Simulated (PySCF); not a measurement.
Screening by computed properties: pick the candidate that meets the target.

Species are written as SMILES; each is one conformer at its optimised geometry, gas phase, non-relativistic unless stated; the electronic structure was computed with PySCF and density fitting.

Dipoles, sizes and rotational constants follow the conformer. The torsions of the flexible species, by atom-mapped SMILES:
- `[CH3:1][S:2][c:3]1[cH:4][o:5][c:6]([C:7](=[O:8])[Cl:9])[cH:10]1`: C1–S2–C3–C4 0°, O5–C6–C7–O8 180°
- `[CH:1]#[C:2][P:3]([C:4]([CH3:5])([CH3:6])[CH3:7])[C:8]([F:9])([F:10])[F:11]`: C2–P3–C4–C5 -56°, C2–P3–C8–F9 -84°
- `[CH3:1][O:2][CH2:3][C@@:4]1([CH2:5][C:6]#[N:7])[O:8][C@@H:9]1[F:10]`: C1–O2–C3–C4 -178°, O2–C3–C4–C5 66°, C3–C4–C5–C6 61°
- `[CH2:1]=[CH:2][N:3]([NH:4][CH2:5][CH3:6])[CH:7]1[CH2:8][CH2:9]1`: C1–C2–N3–N4 -164°, C2–N3–N4–C5 67°, N3–N4–C5–C6 -179°, C2–N3–C7–C8 158°
- `[CH3:1][C:2]([CH3:3])=[C:4]=[P:5][CH2:6][CH2:7][C:8]([F:9])([F:10])[F:11]`: C4–P5–C6–C7 100°, P5–C6–C7–C8 -178°, C6–C7–C8–F9 -59°
- `[CH3:1][P:2]([CH:3]1[CH2:4][CH2:5]1)[C:6]([F:7])([F:8])[F:9]`: C1–P2–C3–C4 -106°, C1–P2–C6–F7 -52°

The conformers of `CC(C)C1=NN(C)CC1` and `CCNN=C1CCCC1` aren't listed.

(1) Wanted: smallest rotational constant below 0.7 GHz (GFN2-xTB) and dipole moment below 5 D (PBE0/pcSseg-1), at GFN2-xTB geometries. Which candidate meets both?
A. `C=CN(NCC)C1CC1`
B. `COC[C@@]1(CC#N)O[C@@H]1F`
C. `C#CP(C(C)(C)C)C(F)(F)F`
D. `CSc1coc(C(=O)Cl)c1`

(2) Wanted: HOMO–LUMO gap below 6.3 eV (PBE0/pcSseg-1) and HOMO energy below -6.9 eV (PBE0/pcSseg-1), at GFN2-xTB geometries. Which candidate meets both?
A. `CCNN=C1CCCC1`
B. `CC(C)C1=NN(CC1)C`
C. `CC(C)=C=PCCC(F)(F)F`
D. `CP(C1CC1)C(F)(F)F`
E. `C#CP(C(C)(C)C)C(F)(F)F`
F. `CSc1coc(C(=O)Cl)c1`
G. `COC[C@@]1(CC#N)O[C@@H]1F`

Answers

(1) C. Computed values:
```
                 species  smallest rotational constant  dipole moment
      CSc1coc(C(=O)Cl)c1                     0.390 GHz         5.31 D
  C#CP(C(C)(C)C)C(F)(F)F                     0.675 GHz         2.72 D
COC[C@@]1(CC#N)O[C@@H]1F                     0.725 GHz         4.41 D
          C=CN(NCC)C1CC1                     0.827 GHz         1.38 D
```

(2) C. Computed values:
| species | HOMO–LUMO gap | HOMO energy |
| --- | --- | --- |
| CSc1coc(C(=O)Cl)c1 | 4.52 eV | -6.72 eV |
| CC(C)=C=PCCC(F)(F)F | 5.71 eV | -7.02 eV |
| CC(C)C1=NN(CC1)C | 6.17 eV | -5.51 eV |
| CCNN=C1CCCC1 | 6.41 eV | -5.80 eV |
| C#CP(C(C)(C)C)C(F)(F)F | 6.85 eV | -7.39 eV |
| CP(C1CC1)C(F)(F)F | 8.03 eV | -7.54 eV |
| COC[C@@]1(CC#N)O[C@@H]1F | 8.85 eV | -8.11 eV |
